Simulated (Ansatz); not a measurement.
A run for Ansatz (a quantum-chemistry and plane-wave program): U-PBE/def2-TZVPP on C2H6Zn (SMILES C[CH2][ZnH]), a point of a bond scan (R = 1.311 Å).

Ansatz 0.2 input:
```yaml
crystal:
  periodic: [false, false, false]
  atoms:
    - {symbol: Zn, position_ang: [-0.10398068, 0.14810832, 0.83353139]}
    - {symbol: H, position_ang: [-0.34502961, 0.86439028, 2.18452390]}
    - {symbol: C, position_ang: [0.20220802, -0.76013951, -0.88503749]}
    - {symbol: C, position_ang: [0.18421590, 0.15106074, -2.12117922]}
    - {symbol: H, position_ang: [-0.55494699, -1.54400481, -0.98683516]}
    - {symbol: H, position_ang: [1.16178570, -1.28259314, -0.81912726]}
    - {symbol: H, position_ang: [1.10755780, 1.07942988, -2.05718231]}
    - {symbol: H, position_ang: [-0.77469446, 0.66151920, -2.23669242]}
    - {symbol: H, position_ang: [0.36009488, -0.41279036, -3.04266189]}
basis:
  gaussian:
    orbitals: def2-TZVPP
hamiltonian:
  xc: {name: PBE}
magnetization: {spin_polarized: true, initial_magnetization: 0}
```

The head of its log:

```
WARN ansatz: RAYON_NUM_THREADS=1 ignored (pool sized by the plan → 1); use --threads N
Functional definition: PBE
integrals: 0.12 GiB planned
1213 factors; their error is unknown
mean field: 1.08 GiB planned
mean field evaluation 1: about -50564.0847 eV, gradient 6.8e1 eV
mean field evaluation 2: about -50460.3117 eV, gradient 1.6e2 eV
```

Problem. What total energy does the run end on?

Solution. -1858.8198 hartree.
